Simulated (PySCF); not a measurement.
## Co²²⁺: ionisation energy

Co²²⁺ [He] 2s2 2p1 (2P) → Co²³⁺ [He] 2s2 (1S), as a difference of total energies. All numbers are calculated (PySCF 2.14, scalar relativity by spin-free X2C-1e, in an uncontracted even-tempered set (19 s from 4.6 bohr⁻², ratio 2.2; 11 p from 6 bohr⁻², ratio 2.2; 6 d from 26 bohr⁻², ratio 2.4; 5 f from 39 bohr⁻², ratio 2.4; 4 g from 58 bohr⁻², ratio 2.4)). Correlated levels: nothing frozen; virtual orbitals above 40 to 60 times the deepest correlated orbital energy dropped. The calculations carry no spin-orbit coupling.

```json
{"method": "UHF", "ionisation energy (eV)": "1952.0"}
{"method": "LDA", "ionisation energy (eV)": "1949.9"}
{"method": "PBE", "ionisation energy (eV)": "1953.0"}
{"method": "PBE0", "ionisation energy (eV)": "1953.0"}
{"method": "r2SCAN", "ionisation energy (eV)": "1954.1"}
{"method": "BHandHLYP", "ionisation energy (eV)": "1953.7"}
{"method": "PW91", "ionisation energy (eV)": "1953.8"}
{"method": "MP2 (all electrons)", "ionisation energy (eV)": "1951.5"}
{"method": "SCS-MP2 (all electrons)", "ionisation energy (eV)": "1951.2"}
```

A first-order spin-orbit estimate (lowest level to lowest level, LS coupling) adds 11.647 eV.

For comparison: 1960.8 ± 0.8 eV (semi-empirical (NIST evaluation); NIST Atomic Spectra Database, ionization energies).
